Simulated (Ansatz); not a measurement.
C₃H₁₁Si₃, doublet (typed; the unrestricted solution is spin-contaminated), at a GFN2-xTB geometry, with bond 15-5 at 2.2 times its length; HF/STO-3G run with Ansatz (an electronic-structure program).

Ansatz was given this input:
Ansatz 0.2 input:
```yaml
crystal:
  periodic: [false, false, false]
  atoms:
    - {symbol: C, position_ang: [1.59690010, -0.40389592, -0.87454284]}
    - {symbol: Si, position_ang: [0.38168798, -1.79328617, -0.41317676]}
    - {symbol: C, position_ang: [-1.40740376, -1.14605160, -0.42875095]}
    - {symbol: Si, position_ang: [-1.66324825, 0.39168338, 0.66488422]}
    - {symbol: C, position_ang: [-0.40069742, 1.71482539, 0.15444563]}
    - {symbol: Si, position_ang: [1.41169913, 1.15129019, 0.20860994]}
    - {symbol: H, position_ang: [1.45808970, -0.12386494, -1.91927229]}
    - {symbol: H, position_ang: [2.61703462, -0.77693359, -0.79597514]}
    - {symbol: H, position_ang: [0.72037442, -2.38003027, 0.89250314]}
    - {symbol: H, position_ang: [-1.70389493, -0.90497264, -1.45008304]}
    - {symbol: H, position_ang: [-2.07940002, -1.93709775, -0.09909742]}
    - {symbol: H, position_ang: [-1.46614823, 0.02847458, 2.07520482]}
    - {symbol: H, position_ang: [-3.03095612, 0.91002649, 0.49775350]}
    - {symbol: H, position_ang: [-0.63513323, 2.05845823, -0.85339539]}
    - {symbol: H, position_ang: [-0.66113868, 3.62405656, 1.57776025]}
    - {symbol: H, position_ang: [1.79696053, 0.83456306, 1.59101033]}
    - {symbol: H, position_ang: [2.28741554, 2.22382826, -0.29140999]}
basis:
  gaussian:
    orbitals: STO-3G
hamiltonian:
  xc: hf
magnetization: {spin_polarized: true, initial_magnetization: 1}
scf: {lower_state_search: off}
```

Task: Write the output that Ansatz gives for this input, abridged.

Result: 
```
Functional definition: HF
these checks for a lower state are left out or cut short: stability, starts, cluster_reference, orbital_swaps, neighbouring_geometries, increment
664 factors; integrals over basis functions are off by at most 3.4e-5 eV
mean field evaluation 1: about -26527.8969 eV, gradient 1.8e1 eV
mean field evaluation 2: about -26528.0766 eV, gradient 1.8e1 eV
mean field evaluation 4: about -26530.3485 eV, gradient 1.1e1 eV
mean field evaluation 8: about -26537.7699 eV, gradient 7.1e0 eV
mean field evaluation 16: about -26539.1040 eV, gradient 5.3e-6 eV
mean field -26539.10404294 eV, -975.2940847272 hartree, gradient 2.3e-6 eV, S^2 1.762702; 0 other end points of the search recorded, 0 dependent functions left out
reference -26539.10404294 eV, -975.2940847272 hartree; 36, 35 occupied and 17, 18 virtual orbitals, 664 factors
Total energy: -26539.10404294 eV, -975.2940847272 hartree
Checks for a lower state left out: stability, starts, cluster_reference, orbital_swaps, neighbouring_geometries, increment
```
